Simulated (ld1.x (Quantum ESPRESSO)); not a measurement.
An all-electron radial function and its pseudo partner (K)

Columns: radius, all-electron u(r) and pseudo u(r) of the 4p shell (level -0.80 eV) of potassium in the configuration [Ar] 4s1 4p0; PBE, scalar-relativistic, TM scheme, ld1.x (Quantum ESPRESSO) 7.5.

| r (bohr) | all-electron | pseudo |
| --- | --- | --- |
| 0.228 | 0.0705 | 0.0014 |
| 0.455 | -0.0051 | 0.0056 |
| 0.682 | -0.0888 | 0.0126 |
| 0.910 | -0.1284 | 0.0224 |
| 1.138 | -0.1271 | 0.0348 |
| 1.365 | -0.0996 | 0.0496 |
| 1.592 | -0.0587 | 0.0668 |
| 1.820 | -0.0119 | 0.0864 |
| 2.047 | 0.0355 | 0.1080 |
| 2.275 | 0.0817 | 0.1315 |
| 2.502 | 0.1249 | 0.1566 |
| 2.730 | 0.1649 | 0.1831 |
| 2.958 | 0.2014 | 0.2105 |
| 3.185 | 0.2342 | 0.2379 |
| 3.412 | 0.2636 | 0.2648 |
| 3.640 | 0.2902 | 0.2904 |
| 3.868 | 0.3138 | 0.3139 |
| 4.095 | 0.3345 | 0.3345 |
| 4.322 | 0.3523 | 0.3523 |
| 4.550 | 0.3672 | 0.3672 |
| 4.778 | 0.3791 | 0.3791 |
| 5.005 | 0.3880 | 0.3880 |
| 5.232 | 0.3943 | 0.3943 |
| 5.460 | 0.3981 | 0.3981 |
| 5.688 | 0.3996 | 0.3996 |
| 5.915 | 0.3990 | 0.3990 |

Task: How many radial nodes do the two functions have?

Result: The all-electron 4p function has n − l − 1 = 2; the pseudo-wave has 0, since the states of the same l below it are removed with the core.

Task: At about which radius was the pseudo-wave matched?

Result: 4.20 bohr. The columns agree to 0.0005 from 3.64 bohr on; several derivatives are matched, so the curves merge somewhat inside the radius.

Task: Is the pseudo-wave norm-conserving?

Result: Yes: the TM scheme keeps the norm inside the radius equal to the all-electron one, which fixes the energy derivative of the logarithmic derivative at the level.
